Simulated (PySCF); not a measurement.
Computed IR spectrum (relative IR intensity) of a molecule C₃H₄ClFSi. The structure is a stationary point at PBE-D3(BJ)/def2-SVP. Other conformers were not sampled. Calculation: PBE-D3(BJ)/def2-SVP run with PySCF 2.14.0. Frequencies are harmonic and unscaled.

Lines under 2 % of the strongest are left out, and lines within 2 cm⁻¹ are merged.

ν (cm⁻¹): 68 (vw), 106 (vw), 122 (vw), 319 (w), 329 (w), 531 (m), 618 (m), 688 (m), 700 (m), 711 (w), 715 (s), 782 (vs), 843 (vs), 1039 (s), 1190 (vw), 1400 (vw), 2088 (m), 2205 (s), 2953 (w), 3015 (w), 3389 (m) (against the strongest line: vs over 80 %, s over 45 %, m over 15 %, w over 4 %, vw less)

**Question.** Identify the compound among the candidates.
A. F[Si@H]1C=C(Cl)C1
B. C#CC[Si@@H](F)Cl
C. C#C[Si@H](Cl)CF
D. FC=C=C([SiH3])Cl

**Answer.** C, C#C[Si@H](Cl)CF
